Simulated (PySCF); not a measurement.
C3H2FN3.
Structure used (GFN2-xTB), in Å, numbered top down from 1:
```
atom  x, y, z in Å
F1     2.390    0.398    0.069
C2     1.136   -0.035    0.034
C3     0.079    0.869   -0.010
C4    -1.164    0.255   -0.044
N5    -1.282   -1.069   -0.030
N6    -0.242   -1.819    0.012
N7     0.957   -1.341    0.043
H8     0.228    1.936   -0.017
H9    -2.089    0.813   -0.082
```

Probes without a nucleus sit at each ring's centroid and 1 Å off its mean plane on both sides; NICS is minus the shielding there, NICSzz its component along the normal. Level: GIAO PBE0/pcSseg-1 (PySCF, non-relativistic, gas phase) on the GFN2-xTB geometry, one conformer.

Ring bond lengths (Å), with Mayer bond orders in brackets: C2–C3 1.391 (1.36), C3–C4 1.387 (1.37), C4–N5 1.329 (1.40), N5–N6 1.283 (1.39), N6–N7 1.292 (1.33), N7–C2 1.318 (1.43).

Q: Give the NICS values of each ring in ppm.

A: 
```json
{"ring": "C2–C3–C4–N5–N6–N7", "type": "6-membered ring with 3 N; formal bonds all aromatic", "NICS(0)": "-6.0", "NICS(1), two faces": "-11.6 / -11.6", "NICS(1)zz, two faces": "-28.0 / -28.0", "rms pucker (Å)": "0.00", "centre to ring atoms, mean (Å)": "1.33"}
```

Q: What do they say, and how far can they be read as aromaticity?

A: 
- C2–C3–C4–N5–N6–N7: mean NICS(1)zz -28.0 ppm, shielded. The ring is flat and has no four-coordinate atom; by the NICS criterion it is aromatic. NICS(0) lies 6 ppm above the mean NICS(1).

Q: How equal are the bonds by HOMA? HOMA takes Krygowski's 1993 parameters.

A: 
- C2–C3–C4–N5–N6–N7: HOMA 0.97; the largest term is that of N5–N6, α(R − Ropt)² = 0.09. The geometric and the magnetic index point the same way.

Q: At the second NICS(1) probe listed for ring C2–C3–C4–N5–N6–N7, 1 Å off the ring, how large is the induced field along the normal in 11.7 T applied along it?

A: NICSzz × B0 = -28.0 ppm × 11.7 T = -328 μT, against the applied field.

Q: How shielded are the nuclei of the rings and their hydrogens (means over atoms taken as equivalent)?

A: 
```tsv
atoms	environment	σ isotropic (ppm)
C2	aromatic C–F carbon	10.5
C3	aromatic CH carbon	76.4
C4	aromatic CH next to a ring nitrogen	31.2
N5	pyridine-type nitrogen	-170.2
N6	pyridine-type nitrogen	-280.7
N7	pyridine-type nitrogen	-137.5
H8	aromatic hydrogen	24.73
H9	aromatic hydrogen	22.43
```

On one thread, Arm Neoverse V1 (aarch64), no GPU (shared host), this took 9.4 s and 0.59 GiB of memory at its peak. This is the whole shielding run at PBE0/pcSseg-1, SCF included.
